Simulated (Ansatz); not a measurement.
C2H5ClOSi, SMILES C(=C)O[SiH2]Cl.

Geometry: B3LYP-D3(BJ)/def2-SVP. This is a generated structure with no PubChem entry under its InChIKey; it may be hypothetical. Other conformers were not sampled.

Two levels are set side by side: PBE/def2-TZVPD (Ansatz, an electronic-structure program) and CAM-B3LYP/def2-TZVPD (Ansatz). Energy differences of separate SCF runs at the same geometry; the states with an electron removed or added have multiplicity 2 and 2. Differences are taken from unrounded values.

| quantity | CAM-B3LYP |
|---|---|
| vertical ionisation energy (eV) | 9.41 |
| vertical singlet–triplet gap (eV) | 4.18 |

### Question
What does PBE give, and how far is it from CAM-B3LYP? (Estimate from the structure and the level; the computed values follow.)

### Answer

```csv
quantity,PBE,PBE minus CAM-B3LYP
vertical ionisation energy (eV),9.15,-0.26
vertical singlet–triplet gap (eV),4.20,0.02
```
